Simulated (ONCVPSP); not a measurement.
# Which change was made? (Ir, ONCV)

ONCVPSP 4.0.1 input, shortened (lines: element, Z, core and valence counts, functional; n l f; lmax; l rc ep ncon nbas qcut; lloc lpopt rc5 dvloc0; l nproj debl; icmod fcfact rcfact), PW91, fully relativistic:

```
  Ir 77.00   10    4  -109134      upf
    1    0    2.00
    2    0    2.00
    2    1    6.00
    3    0    2.00
    3    1    6.00
    3    2   10.00
    4    0    2.00
    4    1    6.00
    4    2   10.00
    4    3   14.00
    5    0    2.00
    5    1    6.00
    5    2    7.00
    6    0    1.00
    2
    0    1.55    0.00    4    8    6.10
    1    1.70    0.00    3    6    6.70
    2    1.75    0.00    4    9   10.00
    4    3    1.15    6.00
    0    2    1.70
    1    2    3.40
    2    2    0.40
    3    4.00    1.70
```

Open shells are filled in proportion to 2j + 1.

In the d channel the program set the typed energies aside and used -0.547, 0.250 Ha (j = l + 1/2; the other j can differ).

Cutoffs, loose and tight: the cutoffs (Ha) at which the residual kinetic energy of the hardest occupied pseudo-wave falls to 1 and 0.1 mHa per electron. They do not see the model core or the augmentation charge, which bear on the density cutoff. Test errors are all-electron minus pseudo excitation energies from the reference, over the configurations 5s2 5p6 5d7 6s2; 5s2 5p6 5d7 6s0; 5s2 5p6 5d6 6s0; 5s2 5p6 5d7 6s0 6p2; variants that change the core or the reference have their own tests.

The base gives: outcome: generated, projector energies reset by the program; cutoff, loose: 19 Ha; cutoff, tight: 64 Ha; bound ghosts: none; GHOST(+) flags above zero: none; largest test error (meV): -18.

**Question.** After one change the result is: outcome: generated, projector energies reset by the program; cutoff, loose: 19 Ha; cutoff, tight: 64 Ha; bound ghosts: none; GHOST(+) flags above zero: none; largest test error (meV): -26. Which change was it?
A. core [Xe] 4f14, valence charge 9; reference 5d7 6s1.75 6p0.25; waves now 6s: rc 1.95 bohr, ncon 4, nbas 6, qcut 2.9 1/bohr, 2 projectors, debl 1.5 Ha; 6p: rc 2.65 bohr, ncon 4, nbas 8, qcut 3.4 1/bohr, 2 projectors, debl 3.1 Ha; 5d: rc 1.95 bohr, ncon 3, nbas 7, qcut 8.9 1/bohr, local; local potential the d channel
B. core correction Teter function, fcfact 4, rcfact 0.92
C. functional PBE

**Answer.** C. The others give: core [Xe] 4f14, valence charge 9; reference 5d7 6s1.75 6p0.25; waves now 6s: rc 1.95 bohr, ncon 4, nbas 6, qcut 2.9 1/bohr, 2 projectors, debl 1.5 Ha; 6p: rc 2.65 bohr, ncon 4, nbas 8, qcut 3.4 1/bohr, 2 projectors, debl 3.1 Ha; 5d: rc 1.95 bohr, ncon 3, nbas 7, qcut 8.9 1/bohr, local; local potential the d channel → outcome: failed: test_data: must have ncon+3 <= nbas <= ncon+5, l= 0 | core correction Teter function, fcfact 4, rcfact 0.92 → outcome: generated, projector energies reset by the program; cutoff, loose: 19 Ha; cutoff, tight: 64 Ha; bound ghosts: none; GHOST(+) flags above zero: none; largest test error (meV): -2.5.
